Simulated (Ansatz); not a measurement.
One geometry of the cluster In2P, several levels of theory.

```yaml
crystal:
  periodic: [false, false, false]
  atoms:
    - {symbol: In, position_ang: [-1.514644, 0.647392, -0.210246]}
    - {symbol: In, position_ang: [0.534233, -1.476592, 0.540142]}
    - {symbol: P, position_ang: [0.980411, 0.829189, -0.329896]}
basis:
  gaussian: {orbitals: def2-TZVP, initial_orbitals: start.molden}
magnetization: {spin_polarized: true, initial_magnetization: 3}
hamiltonian: {xc: {name: wB97X-V}}
scf: {omitted_lower_state_checks: [starts]}
output: {orbitals: {seedname: orbitals}}
```

The file start.molden holds the orbitals of an earlier run on this structure, at another level or in another basis.

```sh
$ ansatz run in.yaml --threads 4 --pin off --events-out ev --progress --plain --max-ram 3916MiB
```

Output, abridged:

```
Functional definition: wB97X-V
1174 factors; their error is unknown
215 factors; integrals over basis functions are off by at most 9.7e-5 eV
mean field evaluation 1: about -19632.6206 eV, gradient 3.2e0 eV
mean field evaluation 2: about -19632.6886 eV, gradient 1.0e-1 eV
mean field evaluation 4: about -19632.7585 eV, gradient 7.5e-4 eV
mean field evaluation 8: about -19632.7585 eV, gradient 1.7e-5 eV
mean field -19632.75854604 eV, -721.4905690052 hartree, gradient 1.7e-5 eV, S^2 3.776729; 0 other end points of the search recorded, 0 dependent functions left out
reference -19632.75854656 eV, -721.4905690242 hartree; 30, 27 occupied and 107, 110 virtual orbitals, 1174 factors
Total energy: -19632.75854656 eV, -721.4905690242 hartree
Checks for a lower state left out: starts
```

Run time 17 s (4 threads of Arm Neoverse V1 on a shared host), peak host memory 0.82 GiB.

First input, but with `hamiltonian: {xc: {text: "exchange = 0.90*pbe_x + 0.10*exact_x\ncorrelation = pbe_c"}}` (abridged; 2.4 s):

```
Functional definition: unnamed
mean field -19632.37094925 eV, -721.4763250859 hartree, gradient 2.3e-5 eV, S^2 3.760139
Total energy: -19632.37099035 eV, -721.4763265964 hartree
Checks for a lower state left out: starts
```

First input, but with `gaussian: {orbitals: def2-TZVPP, initial_orbitals: start.molden}`, `correlation: {method: ccsd_t}`, `scf: {omitted_lower_state_checks: [starts, cluster_reference]}` and without the key `hamiltonian` (abridged; 16 s):

```
Functional definition: HF
mean field -19569.52814909 eV, -719.1668947765 hartree, gradient 2.3e-6 eV, S^2 3.829110
13 core orbitals not correlated: weight in the atoms' cores, before any rotation towards them, 1.000 or more for the frozen orbitals, at most 0.000 for the correlated occupied ones
second order -17.99555990 eV of doubles, -0.00000000 eV of singles
cycle   1  -17.23107536 eV  change    7.6e-1 eV  update   1.4e-1
cycle   2  -17.76591336 eV  change   -5.3e-1 eV  update   4.4e-2
cycle   3  -17.88156169 eV  change   -1.2e-1 eV  update   2.9e-2
cycle   4  -17.86872074 eV  change    1.3e-2 eV  update   1.0e-2
cycle   5  -17.86818563 eV  change    5.4e-4 eV  update   5.1e-3
cycle   6  -17.86965312 eV  change   -1.5e-3 eV  update   1.9e-3
cycle   7  -17.86916681 eV  change    4.9e-4 eV  update   8.7e-4
cycle   8  -17.86922355 eV  change   -5.7e-5 eV  update   4.0e-4
cycle   9  -17.86930753 eV  change   -8.4e-5 eV  update   1.7e-4
cycle  10  -17.86919041 eV  change    1.2e-4 eV  update   8.8e-5
cycle  11  -17.86928143 eV  change   -9.1e-5 eV  update   4.0e-5
cycle  12  -17.86927505 eV  change    6.4e-6 eV  update   1.5e-5
perturbative correction -0.79735777 eV, -0.0293023574 hartree
Total energy: -19588.19478191 eV, -719.8528808798 hartree
Checks for a lower state left out: starts, cluster_reference
```

First input, but with `hamiltonian: {xc: {name: B2PLYP}}` and without the key `output` (abridged; 5.5 s):

```
Functional definition: B2PLYP
mean field -19615.19478155 eV, -720.8451125652 hartree, gradient 2.6e-6 eV, S^2 3.778899
13 core orbitals not correlated: weight in the atoms' cores, before any rotation towards them, 1.000 or more for the frozen orbitals, at most 0.000 for the correlated occupied ones
second order -22.04497113 eV of doubles, -0.00000000 eV of singles
Total energy: -19621.14705663 eV, -721.0638546399 hartree
Checks for a lower state left out: starts
```

First input, but with `hamiltonian: {xc: {name: B97M-V}}` (abridged; 7 s):

```
Functional definition: B97M-V
mean field -19633.60996960 eV, -721.5218582441 hartree, gradient 1.5e-5 eV, S^2 3.757049
Total energy: -19633.61003467 eV, -721.5218606354 hartree
Checks for a lower state left out: starts
```

First input, but with `correlation: {method: mp2}` and without the key `hamiltonian` (abridged; 2.3 s):

```
Functional definition: HF
mean field -19569.52748180 eV, -719.1668702541 hartree, gradient 2.5e-6 eV, S^2 3.829195
13 core orbitals not correlated: weight in the atoms' cores, before any rotation towards them, 1.000 or more for the frozen orbitals, at most 0.000 for the correlated occupied ones
second order -17.94161316 eV of doubles, -0.00000000 eV of singles
Total energy: -19587.46909497 eV, -719.8262123766 hartree
Checks for a lower state left out: starts
```

As the first input, with `hamiltonian: {xc: pbe}`, `correlation: {method: rpa}` and without the key `output` (abridged; 3.6 s):

```
Functional definition: PBE
mean field -19632.20307835 eV, -721.4701559441 hartree, gradient 3.0e-6 eV, S^2 3.757079
13 core orbitals not correlated: weight in the atoms' cores, before any rotation towards them, 1.000 or more for the frozen orbitals, at most 0.000 for the correlated occupied ones
Total energy: -19594.14412606 eV, -720.0715152448 hartree
Checks for a lower state left out: starts
```

Geometry: r2SCAN-D4/def2-TZVP.

In the def2 sets In takes a core potential; there is no spin–orbit coupling. Correlated methods freeze 13 core orbitals; core or outer-core shells of In are correlated, in sets that lack core-valence functions. At PBE0-D4/def2-TZVP a doublet of charge 0 lies 1.10 eV below the quartet, each at its own geometry. The structure comes from a short search, and lower isomers may exist.
